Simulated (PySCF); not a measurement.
CsF, charge -1, doublet (typed; the unrestricted solution is spin-contaminated), at the geometry of the source list (a state made from the parent by changing its charge; the spin is typed, not shown lowest) (all electrons, no relativity); TPSS/3-21G (PySCF).

Here is a job for PySCF.
```python
from pyscf import gto, scf, dft

mol = gto.Mole()
mol.atom = '''
    Cs   -0.62190000   -0.51290000   -0.84010000
    F     0.62190000    0.51290000    0.84010000
'''
mol.basis = '3-21g'
mol.charge = -1
mol.spin = 1
mol.verbose = 4
mol.build()

mf = dft.UKS(mol)
mf.xc = 'tpss'
mf.kernel()
```

The log (banner, timings and long lists left out):

```
PySCF version 2.14.0

[INPUT] verbose = 4
[INPUT] num. atoms = 2
[INPUT] num. electrons = 65
[INPUT] charge = -1
[INPUT] spin (= nelec alpha-beta = 2S) = 1
[INPUT] symmetry False subgroup None
[INPUT] Mole.unit = angstrom
[INPUT] Symbol           X                Y                Z      unit          X                Y                Z       unit  Magmom
[INPUT]  1 Cs    -0.621900000000  -0.512900000000  -0.840100000000 AA   -1.175220676867  -0.969240529289  -1.587558917247 Bohr   0.0
[INPUT]  2 F      0.621900000000   0.512900000000   0.840100000000 AA    1.175220676867   0.969240529289   1.587558917247 Bohr   0.0

nuclear repulsion = 112.489377243199
number of shells = 20
number of NR pGTOs = 99
number of NR cGTOs = 44
basis = 3-21g
ecp = {}

******** <class 'pyscf.dft.uks.UKS'> ********
method = UKS
initial guess = minao
damping factor = 0
level_shift factor = 0
DIIS = <class 'pyscf.scf.diis.CDIIS'>
diis_start_cycle = 1
diis_space = 8
diis_damp = 0
SCF conv_tol = 1e-09
SCF conv_tol_grad = None
SCF max_cycles = 50
direct_scf = True
direct_scf_tol = 1e-13
number electrons alpha = 33  beta = 32
XC library pyscf.dft.libxc version 7.1.2
    S. Lehtola, C. Steigemann, M. J. T. Oliveira, and M. A. L. Marques,  SoftwareX 7, 1–5 (2018)
XC functionals = tpss
    J. Tao, J. P. Perdew, V. N. Staroverov, and G. E. Scuseria,  Phys. Rev. Lett. 91, 146401 (2003)
    J. P. Perdew, J. Tao, V. N. Staroverov, and G. E. Scuseria,  J. Chem. Phys. 120, 6898 (2004)
    J. Tao, J. P. Perdew, V. N. Staroverov, and G. E. Scuseria,  Phys. Rev. Lett. 91, 146401 (2003)
    J. P. Perdew, J. Tao, V. N. Staroverov, and G. E. Scuseria,  J. Chem. Phys. 120, 6898 (2004)
radial grids:
    Treutler-Ahlrichs [JCP 102, 346 (1995); DOI:10.1063/1.469408] (M4) radial grids

becke partition: Becke, JCP 88, 2547 (1988); DOI:10.1063/1.454033
pruning grids: <function nwchem_prune>
grids dens level: 3
symmetrized grids: False
atomic radii adjust function: <function treutler_atomic_radii_adjust>
small_rho_cutoff = 0
Set gradient conv threshold to 3.16228e-05
tot grids = 37976
init E= -7611.08435213017

cycle= 1 E= -7631.47613324209  delta_E= -20.4  |g|= 0.685  |ddm|=  1.1

cycle= 2 E= -7622.0545158795  delta_E= 9.42  |g|= 3.01  |ddm|= 34.4
cycle= 3 E= -7631.59812605917  delta_E= -9.54  |g|= 0.116  |ddm|= 33.5

cycle= 4 E= -7631.42016083676  delta_E= 0.178  |g|= 0.594  |ddm|= 2.34
cycle= 5 E= -7631.46892394565  delta_E= -0.0488  |g|= 0.497  |ddm|= 0.43
cycle= 6 E= -7631.48513768567  delta_E= -0.0162  |g|= 0.455  |ddm|= 0.117
cycle= 7 E= -7631.58860407203  delta_E= -0.103  |g|= 0.256  |ddm|= 2.17
cycle= 8 E= -7631.49954282274  delta_E= 0.0891  |g|= 0.415  |ddm|= 2.68
cycle= 9 E= -7631.49777771541  delta_E= 0.00177  |g|= 0.42  |ddm|= 0.0171
cycle= 10 E= -7631.59394571576  delta_E= -0.0962  |g|= 0.223  |ddm|= 2.65
cycle= 11 E= -7631.51480419991  delta_E= 0.0791  |g|= 0.361  |ddm|= 3.03
cycle= 12 E= -7631.51882349217  delta_E= -0.00402  |g|= 0.344  |ddm|= 0.234
cycle= 13 E= -7631.51279546935  delta_E= 0.00603  |g|= 0.367  |ddm|= 0.0669

cycle= 14 E= -7631.59091504173  delta_E= -0.0781  |g|= 0.261  |ddm|=  3.2
cycle= 15 E= -7631.4482539164  delta_E= 0.143  |g|= 0.54  |ddm|= 3.89

cycle= 16 E= -7631.56247484951  delta_E= -0.114  |g|= 0.392  |ddm|= 4.03

cycle= 17 E= -7631.39926529153  delta_E= 0.163  |g|= 0.627  |ddm|= 4.71

cycle= 18 E= -7631.0770215292  delta_E= 0.322  |g|= 0.993  |ddm|= 5.76

cycle= 19 E= -7631.57607460925  delta_E= -0.499  |g|= 0.326  |ddm|= 8.28
cycle= 20 E= -7631.47303230866  delta_E= 0.103  |g|= 0.45  |ddm|=  6.7
cycle= 21 E= -7631.42556132043  delta_E= 0.0475  |g|= 0.556  |ddm|= 0.717
cycle= 22 E= -7631.44087762298  delta_E= -0.0153  |g|= 0.53  |ddm|= 0.421
cycle= 23 E= -7631.47330143814  delta_E= -0.0324  |g|= 0.466  |ddm|= 1.54
cycle= 24 E= -7631.47053362871  delta_E= 0.00277  |g|= 0.473  |ddm|= 0.0759
cycle= 25 E= -7631.58207479428  delta_E= -0.112  |g|= 0.292  |ddm|= 5.59
cycle= 26 E= -7631.50301330344  delta_E= 0.0791  |g|= 0.398  |ddm|= 1.87
cycle= 27 E= -7631.49539990613  delta_E= 0.00761  |g|= 0.415  |ddm|= 0.239
cycle= 28 E= -7631.58710930275  delta_E= -0.0917  |g|= 0.262  |ddm|= 1.83
cycle= 29 E= -7631.48104419537  delta_E= 0.106  |g|= 0.462  |ddm|= 3.51
cycle= 30 E= -7631.47833797603  delta_E= 0.00271  |g|= 0.47  |ddm|= 0.0554
cycle= 31 E= -7631.48095397133  delta_E= -0.00262  |g|= 0.463  |ddm|= 0.0433
cycle= 32 E= -7631.49025508944  delta_E= -0.0093  |g|= 0.438  |ddm|= 0.164
cycle= 33 E= -7631.48761492312  delta_E= 0.00264  |g|= 0.445  |ddm|= 0.083
cycle= 34 E= -7631.58956559964  delta_E= -0.102  |g|= 0.248  |ddm|= 3.41
cycle= 35 E= -7631.52125854042  delta_E= 0.0683  |g|= 0.342  |ddm|= 2.82
cycle= 36 E= -7631.51564417641  delta_E= 0.00561  |g|= 0.354  |ddm|= 0.47
cycle= 37 E= -7631.57637382002  delta_E= -0.0607  |g|= 0.324  |ddm|= 3.23
cycle= 38 E= -7631.48813175267  delta_E= 0.0882  |g|= 0.441  |ddm|= 3.86
cycle= 39 E= -7631.45000370617  delta_E= 0.0381  |g|= 0.533  |ddm|= 0.397
cycle= 40 E= -7631.47509823674  delta_E= -0.0251  |g|= 0.477  |ddm|= 0.329
cycle= 41 E= -7631.48872554836  delta_E= -0.0136  |g|= 0.442  |ddm|= 0.213
cycle= 42 E= -7631.48398587837  delta_E= 0.00474  |g|= 0.453  |ddm|= 0.119
cycle= 43 E= -7631.57461414384  delta_E= -0.0906  |g|= 0.332  |ddm|= 3.75

cycle= 44 E= -7631.57815868645  delta_E= -0.00354  |g|= 0.315  |ddm|= 0.0678

cycle= 45 E= -7631.5137464646  delta_E= 0.0644  |g|= 0.323  |ddm|= 6.21

cycle= 46 E= -7631.52227449857  delta_E= -0.00853  |g|= 0.286  |ddm|= 0.166

cycle= 47 E= -7631.51109897271  delta_E= 0.0112  |g|= 0.294  |ddm|= 1.85
cycle= 48 E= -7631.46988823215  delta_E= 0.0412  |g|= 0.389  |ddm|= 3.15

cycle= 49 E= -7631.50056105101  delta_E= -0.0307  |g|= 0.321  |ddm|= 2.25

cycle= 50 E= -7631.5022147017  delta_E= -0.00165  |g|= 0.321  |ddm|= 0.278
SCF not converged.
SCF energy = -7631.5022147017 after 50 cycles  <S^2> = 0.8662178  2S+1 = 2.1130242
```

Convergence was not reached.
